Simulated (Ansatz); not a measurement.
Job for Ansatz (a quantum-chemistry and plane-wave program): R-r2SCAN/def2-TZVPP on H4N (SMILES [NH4+]). Charge +1.

Ansatz 0.2 input:
```yaml
crystal:
  periodic: [false, false, false]
  atoms:
    - {symbol: N, position_ang: [-0.00000000, 0.00000000, -0.00000000]}
    - {symbol: H, position_ang: [-0.66600149, -0.25040113, -0.73453251]}
    - {symbol: H, position_ang: [0.12088727, 1.01529657, 0.01886424]}
    - {symbol: H, position_ang: [-0.35499733, -0.31789057, 0.90483104]}
    - {symbol: H, position_ang: [0.90011156, -0.44700487, -0.18916277]}
basis:
  gaussian:
    orbitals: def2-TZVPP
hamiltonian:
  xc: {name: r2SCAN}
total_charge: 1
accuracy: high
phonons: {}
scf: {lower_state_search: off}
```

The head of its log:

```
WARN ansatz: RAYON_NUM_THREADS=2 ignored (pool sized by the plan → 2); use --threads N
Functional definition: r2SCAN
these checks for a lower state are left out or cut short: stability, starts, cluster_reference, orbital_swaps, neighbouring_geometries, increment
integrals: 0.09 GiB planned
1649 factors; integrals over basis functions are off by at most 1.9e-9 eV
mean field: 0.25 GiB planned
mean field evaluation 1: about -1533.1786 eV, gradient 9.4e1 eV
mean field evaluation 2: about -1524.9472 eV, gradient 1.0e2 eV
```

Q: What total energy does the run end on?

A: -56.8891 hartree.
